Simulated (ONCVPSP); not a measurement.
**Before and after: ONCV potential for Bi**

- Element: Bi (Z = 83)
- Generator: ONCVPSP 4.0.1
- Type: optimised norm-conserving Vanderbilt (ONCV)
- Functional: PBE
- Relativity: fully relativistic
- Frozen core: [Xe] 4f14
- Valence charge: 15
- Reference configuration: 5d10 6s2 6p2.5 (charge +0.5)
- Partial waves: 6s: rc 1.75 bohr, ncon 4, nbas 8, qcut 3.1 1/bohr, 3 projectors, debl 2.3 Ha; 6p: rc 2.25 bohr, ncon 3, nbas 7, qcut 4 1/bohr, 2 projectors, debl 1.7 Ha; 5d: rc 1.40 bohr, ncon 3, nbas 8, qcut 12 1/bohr, 2 projectors, debl 3.6 Ha
- Local potential: polynomial inside 0.95 bohr (lpopt 5, dvloc0 0 Ha)
- Core correction: polynomial model core, fcfact 0.55

Open shells are filled in proportion to 2j + 1.

All-electron outer shells of the reference configuration (PBE, scalar-relativistic, ld1.x):

| shell | level (eV) | outermost node (bohr) | outermost maximum (bohr) |
| --- | --- | --- | --- |
| 4f | -156.48 | – | 0.34 |
| 5p | -99.74 | 0.48 | 0.86 |
| 5d | -30.95 | 0.51 | 1.03 |
| 6s | -18.15 | 0.98 | 1.86 |
| 6p | -7.87 | 1.14 | 2.41 |

Change: core correction none.

Cutoffs: the cutoffs (Ha) at which the residual kinetic energy of the hardest occupied pseudo-wave falls to 1 and 0.1 mHa per electron; they do not see the model core or the augmentation charge, which bear on the density cutoff. Errors are all-electron minus pseudo energies relative to the spin-unpolarised reference configuration.

Q: Predict the effect on cutoff, ghosts and configuration errors.

A: The potential gets neither clearly harder nor softer (27 Ha and 46 Ha → 27 Ha and 46 Ha); both files keep a bound ghost (p, s); of the 4 tests that both files solve, the error grows in 0 and shrinks in 2 by more than 15 % and 0.3 meV (median size 2.0 → 0.5 meV).

| quantity | base | changed |
| --- | --- | --- |
| cutoff, loose | 27 Ha | 27 Ha |
| cutoff, tight | 46 Ha | 46 Ha |
| bound ghosts | s, p3/2, p1/2 | s, p3/2, p1/2 |
| GHOST(+) flags under 300 eV | s at 231.9 eV | s at 231.9 eV |
| error for 5d10 6s2 6p3, meV [ΔE -3.17 eV] | -0.2 | -0.1 |
| error for 5d10 6s2 6p2, meV [ΔE 4.89 eV] | -0.2 | +0.1 |
| error for 5d10 6s2 6p1, meV [ΔE 20.32 eV] | -3.8 | +0.8 |
| error for 5d10 6s1 6p4, meV [ΔE 6.69 eV] | -6.3 | -3.5 |
| s: phases at 1.77 bohr within 0.05 rad from the reference energy up to (Ha; the scan ends near 5) | to the end of the scan | to the end of the scan |
| p3/2: phases at 2.28 bohr within 0.05 rad from the reference energy up to (Ha; the scan ends near 5) | 3.0 | 3.0 |
| p1/2: phases at 2.28 bohr within 0.05 rad from the reference energy up to (Ha; the scan ends near 5) | 3.0 | 3.0 |
| d5/2: phases at 1.42 bohr within 0.05 rad from the reference energy up to (Ha; the scan ends near 5) | to the end of the scan | to the end of the scan |
| d3/2: phases at 1.42 bohr within 0.05 rad from the reference energy up to (Ha; the scan ends near 5) | to the end of the scan | to the end of the scan |

 A true bound ghost makes a file unfit for plane-wave use even where its test errors are small: the radial tests pick states by their node count and pass the ghost by.
